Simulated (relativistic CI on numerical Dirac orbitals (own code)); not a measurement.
## Lu41+: q coefficients and field-shift factors

These numbers are calculated, not measured: Dirac-Coulomb-Breit CI, orbitals from a KLI potential per configuration, derivatives by finite differences, unscaled Slater integrals, QED left out (own radial code, finite nucleus).

CI space (outside the closed core [Ar] 3d10): 4s2, 4s 4p, 4p2, 4s 4d, 4d2, 4s 4f, 4p 4d, 4f2. Levels of other configurations are missing.

With x = (α/α₀)² − 1 an excitation energy changes as ω = ω₀ + qx; K = 2q/ω₀ is the relative enhancement. Terms are leading LS components, so labels can repeat. The field-shift factor is F = δν/δ⟨r²⟩ for the transition from the lowest level.

Lowest level 4s2 1S_0.

```
      Level  ω₀ (cm⁻¹)   q (cm⁻¹)      K  F (GHz/fm²)
4s 4p 3P°_0     649229     101600  0.313        -1490
4s 4p 3P°_1     702868     117700  0.335        -1490
4s 4p 3P°_2    1294833     871100   1.35        -1580
4s 4p 1P°_1    1434958     865800   1.21        -1590
   4p2 3P_0    1493245     224600  0.301        -3000
   4p2 3P_1    2090548     984600  0.942        -3090
   4p2 1D_2    2099831     982100  0.935        -3020
 4s 4d 3D_1    2498261     915500  0.733        -1570
 4s 4d 3D_2    2522667     948800  0.752        -1630
 4s 4d 3D_3    2633947  1.054e+06  0.801        -1560
 4s 4d 1D_2    2655462  1.313e+06  0.989        -2190
 4s 4d 1D_2    2825237  1.468e+06   1.04        -2570
   4p2 1S_0    2830037  1.746e+06   1.23        -3170
4p 4d 3F°_2    3180478  1.024e+06  0.644        -3080
4p 4d 3D°_1    3319820  1.036e+06  0.624        -3080
4p 4d 3F°_3    3386711  1.182e+06  0.698        -3060
4p 4d 3P°_2    3392511  1.169e+06  0.689        -3080
4s 4f 1F°_3    3831637  1.381e+06  0.721        -2280
4s 4f 3F°_2    3864325  1.516e+06  0.784        -2560
4s 4f 3F°_4    3885791  1.363e+06  0.702        -2080
4p 4d 3P°_0    3911976  1.796e+06  0.918        -3170
4s 4f 3F°_2    3912911  1.334e+06  0.682        -2160
4p 4d 3P°_1    3921317  1.798e+06  0.917        -3170
```

At this charge energies of transitions that change n are usually good to better than 1 %, and those within a shell (Δn = 0) to a few per cent.
